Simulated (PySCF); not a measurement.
Species: Zr(OSiH3)4 (singlet state).
Bonds: Zr1–O2, Zr1–O7, Zr1–O12, Zr1–O17, O2–Si3, O7–Si8, O12–Si13, O17–Si18. Hydrogens: H4, H5, H6 on Si3; H9, H10, H11 on Si8; H14, H15, H16 on Si13; H19, H20, H21 on Si18.

Method: PBE0-D3(BJ)/def2-SVP geometry optimisation, gas phase, def2 core potentials past Kr (PySCF 2.14.0); density fitting, grid level 1; the optimiser is geomeTRIC in internal coordinates, started from a GFN2-xTB structure with every atom displaced at random (about 0.03 Å).

Step 0: E = -41144.6708 eV
```
atom  x, y, z in Å  |  force x, y, z in eV/Å
Zr1     0.0631   -0.0852    0.0136   -0.806   3.052  -0.964
O2      0.2630   -0.0160    1.8930   -0.702   2.038   0.566
Si3     0.5026   -1.4417    2.5309    2.845  -2.402   2.296
H4      1.0742   -2.3921    1.4508   -0.607   0.353   0.236
H5     -0.6513   -1.9554    3.2226   -0.882  -0.536   0.258
H6      1.6474   -1.2791    3.5247   -0.395  -0.315  -0.230
O7      1.7883   -0.1667   -0.7501    1.259  -0.282   0.605
Si8     1.9771    0.4106   -2.2585   -1.409   0.353  -0.878
H9      2.7653   -0.5354   -2.9407    0.971  -1.032  -1.206
H10     2.5781    1.7137   -2.2024    0.416   1.042  -0.153
H11     0.5340    0.4795   -2.8578    0.876   0.079   0.229
O12    -0.9991    1.5766   -0.3457   -0.858  -3.048  -0.137
Si13   -0.2866    2.9828   -0.4099    2.417   1.865   1.395
H14    -1.0614    3.9856    0.3215   -0.244   0.557   0.108
H15     0.0440    3.3563   -1.7707    0.130   0.418  -0.807
H16     1.1025    2.7944    0.3813   -1.006   0.295  -0.716
O17    -1.0053   -1.4087   -0.7800   -0.675  -1.682  -0.586
Si18   -2.3202   -1.8914    0.0843   -1.765  -0.901  -1.050
H19    -2.6439   -0.8473    1.0750   -0.040   0.333   0.297
H20    -2.0903   -3.1626    0.7810    0.198  -0.363   0.280
H21    -3.4683   -2.1021   -0.8922    0.278   0.175   0.456
```

Step 1: E = -41145.7511 eV
```
atom  x, y, z in Å  |  force x, y, z in eV/Å
Zr1     0.0593   -0.0734    0.0113   -0.413   0.864  -0.208
O2      0.2729   -0.0271    1.9677   -0.482   0.443  -0.811
Si3     0.5274   -1.4927    2.6320    1.158  -0.824   1.335
H4      1.0499   -2.4109    1.5415   -0.348   0.045   0.026
H5     -0.6852   -2.0163    3.3016   -0.174  -0.191  -0.066
H6      1.6441   -1.3771    3.6298   -0.157  -0.144  -0.046
O7      1.8375   -0.1493   -0.7969   -0.324   0.178   0.331
Si8     2.0244    0.4400   -2.3329    0.055  -0.137  -0.437
H9      2.8510   -0.5247   -3.0839    0.125  -0.062  -0.316
H10     2.6463    1.7829   -2.2957    0.055   0.189  -0.087
H11     0.6291    0.5208   -2.9270    0.281   0.076   0.019
O12    -0.9874    1.5758   -0.3424    0.073  -1.346  -0.200
Si13   -0.2753    3.0379   -0.4152    1.116   1.084   0.641
H14    -1.0505    4.0713    0.3212   -0.123   0.078  -0.104
H15     0.0461    3.4533   -1.8052   -0.127   0.063  -0.144
H16     1.0681    2.8894    0.3246   -0.394   0.116  -0.318
O17    -1.0731   -1.4621   -0.7873    0.406   0.054   0.514
Si18   -2.3959   -1.9473    0.0882   -0.754  -0.607  -0.487
H19    -2.7115   -0.8865    1.0924   -0.018   0.069   0.078
H20    -2.1238   -3.2254    0.7998    0.057  -0.048   0.105
H21    -3.5401   -2.1625   -0.8532   -0.009   0.101   0.175
```

Task: Estimate the geometry and energy of step 2. (The exact step hangs on the optimiser's Hessian estimate; all steps are aligned on step 1, rigid shifts and turns removed.)

Result: E = -41146.0801 eV, largest force 0.581 eV/Å
```
atom  x, y, z in Å  |  force x, y, z in eV/Å
Zr1     0.0562   -0.0649    0.0141   -0.154   0.127   0.066
O2      0.2780   -0.0659    1.9719   -0.112  -0.456  -0.162
Si3     0.5535   -1.5318    2.7173    0.120   0.033   0.295
H4      1.0029   -2.4589    1.6233   -0.084  -0.133  -0.008
H5     -0.6961   -2.0529    3.3519    0.070  -0.005  -0.038
H6      1.6512   -1.4513    3.7183    0.002   0.042   0.059
O7      1.8259   -0.1238   -0.8297   -0.171   0.368  -0.397
Si8     2.0694    0.4576   -2.3853    0.390  -0.232   0.084
H9      2.9050   -0.5002   -3.1754   -0.061   0.094   0.050
H10     2.7098    1.8088   -2.3607   -0.015  -0.073   0.017
H11     0.7170    0.5731   -3.0075   -0.092   0.056  -0.130
O12    -0.9382    1.5775   -0.3379    0.256   0.187  -0.260
Si13   -0.2567    3.0947   -0.4179    0.021   0.369   0.044
H14    -1.0513    4.1291    0.3074   -0.122  -0.091  -0.096
H15     0.0121    3.5215   -1.8267   -0.169  -0.055   0.024
H16     1.0610    2.9955    0.2630    0.281   0.029   0.102
O17    -1.0987   -1.4647   -0.7382   -0.051  -0.099   0.570
Si18   -2.4522   -1.9985    0.0919    0.011  -0.178  -0.131
H19    -2.7843   -0.9470    1.1137   -0.056  -0.065  -0.026
H20    -2.1537   -3.2766    0.8101   -0.009   0.043  -0.033
H21    -3.5974   -2.2051   -0.8332   -0.055   0.039  -0.032
```

The energy changes by -0.3290 eV. The first-order estimate −F·Δx gives -0.5047 eV and the mean of the old and new forces, exact on a quadratic surface, -0.3286 eV. The step makes an angle of 69° with the force vector and moves no atom by more than 0.130 Å.

The cost below is that of the whole optimisation. Hardware: one thread of an Intel Xeon at 2.50 GHz, shared host. Cost: 27 min wall, 1.3 GiB resident at most.
